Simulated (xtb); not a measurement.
Be(OH)(NMe2) (C2H7BeNO), SMILES [N](C)([Be][OH])C. All values are semi-empirical tight-binding results from xtb (GFN2-xTB unless named), good for trends rather than for accurate numbers. Geometry: GFN2-xTB. The structure was generated by enumeration; whether it is a known compound was not checked. Other conformers were not sampled.

Optimised geometry:

```xyz
12

Be    -1.0768     0.0015     0.0000
O     -2.4566     0.0007     0.0000
H     -3.3969    -0.0087     0.0000
N      0.4496     0.0011     0.0000
C      1.2710    -0.0004     1.1855
C      1.2710    -0.0004    -1.1855
H      1.9154    -0.8904     1.2175
H      1.9218     0.8848     1.2151
H      0.6415     0.0030     2.0711
H      1.9218     0.8848    -1.2151
H      1.9154    -0.8904    -1.2175
H      0.6415     0.0030    -2.0711
```
Charge 0, spin multiplicity 1.

For metal compounds this method's bond lengths and energies can be far off.

The point group as xtb finds it is C2v. The orbital gap comes out as 5.97 eV, the zero-point energy is 59.4 kcal/mol and the G − E(el) at 298.15 K (modified RRHO) comes out as 40.7 kcal/mol.

Computed IR lines (harmonic; lines under 4 % of the strongest left out, lines within 3 cm⁻¹ merged):
ν (cm⁻¹): 233 (w), 312 (m), 322 (w), 400 (s), 480 (m), 1012 (w), 1185 (w), 1236 (w), 1414 (m), 1458 (vs), 1519 (m), 2843 (s), 2877 (w), 2888 (s), 3024 (m), 3884 (w) (against the strongest line: vs over 80 %, s over 45 %, m over 15 %, w over 4 %, vw less)

Computed atomic charges and the Wiberg bond orders between heavy atoms:
charges (e) Be1 0.62, O2 -0.62, H3 0.30, N4 -0.37, C5 -0.02, C6 -0.02, H7 0.02, H8 0.02, H9 0.02, H10 0.02, H11 0.02, H12 0.02. Bond orders Be1–O2 1.15, Be1–N4 1.05, N4–C5 1.03, N4–C6 1.03.
